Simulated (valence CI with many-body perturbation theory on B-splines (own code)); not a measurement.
**Xe32+: calculated level list**

Calculated by relativistic CI+MBPT: four valence electrons over a frozen Dirac-Fock core [Ar], a basis of 9 s, 9 p, 10 d, 8 f, 5 g, 3 h, 1 i functions for each j, with the one-electron correlation potential Σ1 (screened to all orders), the two-electron term Σ2, the three-electron term Σ3, Breit, model QED; selected single and double excitations, second order for the rest (own B-spline code, finite nucleus).

No measured spectrum was set against this ion. As an estimate, large intervals hold to a few tenths of a per cent, small ones and those within an open d or f shell to about a per cent. Only levels of the ground parity were solved; by the run's estimate the other parity begins above the list, which can be wrong where configurations are misplaced.

Levels 1 to 34 of 34, with energies above the lowest level, (3d3/2^4) J=0. "Leading %" is the weight of the configuration and term that name the level; weights of strongly mixed levels are sums over their largest components and can fall short. In the jj column 3d3/2^4 stands for four electrons in 3d with j = 3/2. Lifetimes count E1, E2, E3, M1 and M2 decay at the calculated energies, and are blank where another channel may lead or the interval is too uncertain; long ones can be off by a factor of two.

```tsv
No.	Configuration	Term	J	E (cm⁻¹)	Leading %	Second component	Lifetime	g	Leading jj
1	3d4	3P	0	0	50	42 % 3d4 5D			3d3/2^4 (92 %)
2	3d4	5D	1	80561	72	28 % 3d4 3P	60.9 μs	1.495	3d3/2^3 3d5/2 (94 %)
3	3d4	5D	2	127830	76	7 % 3d4 3F	257 μs	1.397	3d3/2^3 3d5/2 (58 %)
4	3d4	3F	4	146170	32	25 % 3d4 5D	61300 s	1.170	3d3/2^3 3d5/2 (88 %)
5	3d4	5D	3	151840	59	20 % 3d4 3F	2.38 ms	1.324	3d3/2^3 3d5/2 (60 %)
6	3d4	5D	0	214730	55	26 % 3d4 3P	11.1 μs		3d3/2^2 3d5/2^2 (90 %)
7	3d4	3H	4	226410	43	42 % 3d4 5D	52.8 μs	1.132	3d3/2^2 3d5/2^2 (82 %)
8	3d4	3F	2	245450	45	22 % 3d4 1D	21.4 μs	0.973	3d3/2^2 3d5/2^2 (67 %)
9	3d4	3G	3	245710	55	27 % 3d4 5D	37.6 μs	1.000	3d3/2^2 3d5/2^2 (64 %)
10	3d4	3H	5	264570	71	29 % 3d4 3G	82.8 μs	1.076	3d3/2^2 3d5/2^2 (99 %)
11	3d4	3P	1	273740	59	24 % 3d4 3D	21.1 μs	1.260	3d3/2^2 3d5/2^2 (81 %)
12	3d4	3H	6	280020	60	40 % 3d4 1I	27.9 ms	1.095	3d3/2^2 3d5/2^2 (96 %)
13	3d4	3G	4	301950	64	31 % 3d4 1G	169 μs	1.028	3d3/2^2 3d5/2^2 (93 %)
14	3d4	3D	2	309130	43	33 % 3d4 3P	117 μs	1.158	3d3/2^2 3d5/2^2 (88 %)
15	3d4	3F	3	311910	41	39 % 3d4 3D		1.156	3d3/2^2 3d5/2^2 (82 %)
16	3d4	3F	4	348460	39	27 % 3d4 5D	17.0 μs	1.183	3d3/2 3d5/2^3 (67 %)
17	3d4	3F	2	365440	33	32 % 3d4 1D	14.6 μs	1.058	3d3/2^2 3d5/2^2 (67 %)
18	3d4	3F	3	375600	47	23 % 3d4 3G	12.5 μs	1.097	3d3/2 3d5/2^3 (87 %)
19	3d4	3G	5	397910	71	29 % 3d4 3H		1.147	3d3/2 3d5/2^3 (99 %)
20	3d4	3D	1	402540	73	18 % 3d4 3P	9.20 μs	0.769	3d3/2 3d5/2^3 (86 %)
21	3d4	1I	6	406770	60	40 % 3d4 3H	29.7 μs	1.061	3d3/2 3d5/2^3 (96 %)
22	3d4	3F	4	417690	54	35 % 3d4 1G		1.120	3d3/2^2 3d5/2^2 (75 %)
23	3d4	3P	2	435380	64	22 % 3d4 3D	30.7 μs	1.339	3d3/2^2 3d5/2^2 (56 %)
24	3d4	1S	0	439120	59	40 % 3d4 3P	15.2 μs		3d3/2 3d5/2^3 (81 %)
25	3d4	1F	3	458850	47	31 % 3d4 3D	17.9 μs	1.081	3d3/2 3d5/2^3 (91 %)
26	3d4	3F	2	459300	54	36 % 3d4 3P	15.4 μs	1.007	3d3/2 3d5/2^3 (48 %)
27	3d4	3F	3	528740	71	26 % 3d4 1F	23.0 μs	1.061	3d3/2 3d5/2^3 (99 %)
28	3d4	1G	4	529550	62	25 % 3d4 3F	8.80 μs	1.062	3d5/2^4 (51 %)
29	3d4	3P	1	533390	95		12.6 μs	1.458	3d3/2 3d5/2^3 (95 %)
30	3d4	1D	2	543910	50	24 % 3d4 3F	13.3 μs	1.028	3d5/2^4 (45 %)
31	3d4	3P	0	548240	62	36 % 3d4 1S			3d3/2^2 3d5/2^2 (61 %)
32	3d4	3F	4	557330	44	40 % 3d4 1G	10.7 μs	1.120	3d3/2 3d5/2^3 (57 %)
33	3d4	1D	2	644990	75	11 % 3d4 3D	8.59 μs	1.000	3d3/2 3d5/2^3 (40 %)
34	3d4	1S	0	778210	78	22 % 3d4 3P	4.61 μs		3d5/2^4 (60 %)
```

The ionisation energy to 3d3 4F_3/2 of the next ion comes out as 2023.4 eV (NIST: 2023 ± 4 eV (theoretical)). All 34 levels together are meant to be complete up to 809330 cm⁻¹.
